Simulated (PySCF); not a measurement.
Isomers of C7H10NOP, one conformer each; single-point electronic energies without zero-point terms and without any empirical dispersion term.

Level: PBE0/pcSseg-1 in PySCF, non-relativistic, each on one gas-phase PBE0-D3(BJ)/def2-SVP geometry that isn't relaxed in the solvent. The solvent is an IEF-PCM continuum (cavity from Bondi-type radii × 1.2). The model holds no explicit solvent molecules, cavitation or dispersion.

```tsv
isomer	relative energy, gas (kcal/mol)	dipole (D)
`CC[P@@H](c1ccncc1)=O`	0.0	3.63
`CCn1cpc(C(C)=O)c1`	3.4	4.48
```

Question: How do the relative energies look in chloroform (ε = 4.711)?

Answer: 
| isomer | relative energy, solvent (kcal/mol) | E(solvent) − E(gas) (kcal/mol) | dipole in solvent (D) |
| --- | --- | --- | --- |
| `CC[P@@H](c1ccncc1)=O` | 0.0 | -8.2 | 4.68 |
| `CCn1cpc(C(C)=O)c1` | 5.3 | -6.3 | 5.52 |

The order is unchanged. Conformers: `[CH3:1][CH2:2][P@H:3](=[O:4])[c:5]1[cH:6][cH:7][n:8][cH:9][cH:10]1` with C1–C2–P3–O4 54°, C2–P3–C5–C6 124°; `[CH3:1][CH2:2][n:3]1[cH:4][p:5][c:6]([C:7]([CH3:8])=[O:9])[cH:10]1` with C1–C2–N3–C4 85°, P5–C6–C7–C8 3°. `CC[P@@H](c1ccncc1)=O` gains most from the continuum, while `CCn1cpc(C(C)=O)c1` has the largest gas-phase dipole. The gains span 1.9 kcal/mol, the gas-phase energies 3.4 kcal/mol.
